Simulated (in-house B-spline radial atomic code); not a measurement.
A fraction x of an electron is added to 4s in K, starting from [Ar] 4s1 and keeping the highest spin. All numbers are computed (scalar-relativistic (X2C) AM05, spin-polarised, spherical fractional occupations; Fermi nucleus of rms radius 3.4349 fm) with a radial B-spline atomic code at the basis-set limit, not measured.

```
  x  E(x) - E(0) (eV)  4s down level (eV)
  0            0.0000                   -
0.1           -0.1690              -1.520
0.2           -0.3057              -1.219
0.3           -0.4133              -0.935
0.4                 ?                   ?
0.5                 ?                   ?
0.6           -0.5725              -0.140
```

Task: What belongs in the row x = 0.4?

Result: An energy change of -0.4930 eV; 4s down at -0.661 eV.

Task: What belongs in the row x = 0.5?

Result: An energy change of -0.5458 eV; 4s down at -0.396 eV.

Task: Check Janak's theorem between x = 0.1 and 0.2.

Result: The slope of the energy is -1.37 eV; the orbital levels give -1.37 eV (ε of the filling orbital, averaged over the two points).

Task: Up to what added charge does this functional bind the extra electron?

Result: The highest level rises by about 2.6 eV per electron near x = 0.6 and would reach zero near x = 0.65, so a whole extra electron isn't bound at the basis-set limit.
